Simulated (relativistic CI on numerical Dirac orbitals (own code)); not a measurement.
## Tm³⁺: resonant inelastic scattering at the M4,5 edge

Computed with this model: Dirac-Coulomb-Breit CI, separate exchange-only KLI orbitals for each configuration, model QED (radiative potential, 1s self-energy scaled to tabulated hydrogen-like ionisation energies), valence Slater integrals scaled by 0.7, Kramers-Heisenberg scattering through one core-hole configuration in a parametric crystal field; configurations [Xe] 4f12 → [Ar] 3d9 4s2 4p6 4d10 4f13 5s2 5p6; 300 K; core-hole width 0.9 eV; summed over polarisations. Incident energies are the highest absorption maxima for each field (at most a few, so the weaker spin-orbit partner edge can be absent), on the computed scale of the free ion. Intensities are in per cent of the strongest line above 0.02 eV; levels within 1 cm⁻¹ are merged; final levels count from the ground level, the first row holds all elastic scattering, lines under 0.4 are left out and each table stops after 24 rows. The scale of the Slater integrals is a model choice and moves the terms in proportion.

Field parameters in Wybourne normalisation; cubic f-shell fields have B⁴₄ = √(5/14) B⁴₀ and B⁶₄ = −√(7/2) B⁶₀. The field is a parameter set, without covalency.

S is read from ⟨S²⟩ = S(S + 1).

C2v, B20 = 720, B22 = -360, B40 = 390, B42 = -480, B44 = -580, B60 = 220, B62 = -20, B64 = 290, B66 = 580 cm⁻¹:

```
Final level (eV)  Degeneracy     S  1463 eV  1464.8 eV
           0.000           1  0.99    104.1      680.2
           0.000           1  0.99     13.4      163.5
           0.033           1  0.99     11.9       99.8
           0.034           1  0.99     12.0      100.0
           0.039           1  0.99      5.3       50.3
           0.040           1  0.99      5.7       54.0
           0.040           1  0.99      6.2       52.4
           0.041           1  0.99      6.1       52.7
           0.056           1  0.99      7.1       51.6
           0.067           1  0.99      4.0       30.7
           0.069           1  0.99      5.5       38.3
           0.083           1  0.99      2.2       16.6
           0.085           1  0.99      2.0       14.8
           0.598           1  0.74      0.2        2.6
           0.603           1  0.74      0.5        6.0
           0.610           1  0.74      0.3        3.4
           0.612           1  0.74      0.8       11.1
           0.619           1  0.74      0.4        5.0
           0.619           1  0.75      0.4        5.5
           0.626           1  0.74      0.5        6.5
           0.636           1  0.75      0.4        4.6
           0.642           1  0.76      0.3        3.1
           1.013           1  1.00      0.7        0.3
           1.013           1  1.00      0.7        0.3
```

Oh, B40 = -750, B60 = 110 cm⁻¹:

```tsv
Final level (eV)	Degeneracy	Irrep	S	1463 eV	1464.7 eV
0.000	1	A2	0.99	67.9	420.5
0.002	3	T2	0.99	12.6	147.5
0.003	2	E	0.99	11.2	111.4
0.022	3	T2	0.99	13.5	100.0
0.024	3	T1	0.99	10.7	96.4
0.027	1	A1	0.99	4.4	33.6
0.566	1	A1	0.74	0.3	4.2
0.579	3	T1	0.74	0.9	12.5
0.588	2	E	0.75	0.6	8.2
0.599	3	T2	0.75	0.5	6.8
1.007	3	T1	1.00	0.6	0.4
1.008	3	T2	1.00	0.6	0.2
1.480	2	E	0.89	0.2	3.3
1.481	3	T1	0.89	0.4	5.1
1.483	1	A1	0.89	0.1	1.8
1.495	3	T2	0.89	0.2	2.7
2.415	1	A1	0.64	0.0	0.9
2.431	3	T1	0.63	0.1	2.4
2.442	2	E	0.63	0.1	1.5
2.459	3	T2	0.63	0.1	1.3
3.759	3	T1	0.02	0.1	0.8
3.764	3	T2	0.02	0.2	0.9
3.788	1	A2	0.02	0.1	0.5
3.792	3	T2	0.02	0.2	1.4
```

For the first field the strongest loss at the lowest incident energy is the level at 0.03 eV (S = 0.99, against 0.99 in the thermal ground state).
